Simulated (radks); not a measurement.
Q: Zn II, 29 electrons, occupied as [Ar] 3d8 4s1 4p2 (not the ground configuration). Calculated with a radial shooting solver on a logarithmic mesh with Libxc functionals: Dirac Kohn-Sham, BLYP, spin-unpolarised, spherical densities, finite nucleus; open shells fill j = l - 1/2 first; Fermi nuclear charge, rms radius 3.9283 fm. Some entries of the table are withheld. Estimate them.

orbital  occ.  eigenvalue (hartree)  <1/r> (bohr^-1)  <r^2> (bohr^2)
1s1/2       2             -351.1468            30.23        0.003405
2s1/2       2             -43.69997            6.619         0.06032
2p1/2       2             -38.62336              (1)         0.04718
2p3/2       4             -37.74594              (2)         0.04870
3s1/2       2              -5.78966              (3)          0.5222
3p1/2       2              -4.17386              (4)          0.5641
3p3/2       4              -4.05672              (5)          0.5803
3d3/2       4              -1.36018            1.648          0.7967
3d5/2       4              -1.34476            1.638          0.8060
4s1/2       1              -0.71800           0.6233           5.096
4p1/2       2              -0.42913           0.5028             (6)
4p3/2       0              -0.42124           0.4954             (7)

A: 
(1) 2p1/2 <1/r> (bohr^-1): 6.578
(2) 2p3/2 <1/r> (bohr^-1): 6.420
(3) 3s1/2 <1/r> (bohr^-1): 2.122
(4) 3p1/2 <1/r> (bohr^-1): 1.998
(5) 3p3/2 <1/r> (bohr^-1): 1.961
(6) 4p1/2 <r^2> (bohr^2): 7.748
(7) 4p3/2 <r^2> (bohr^2): 7.951
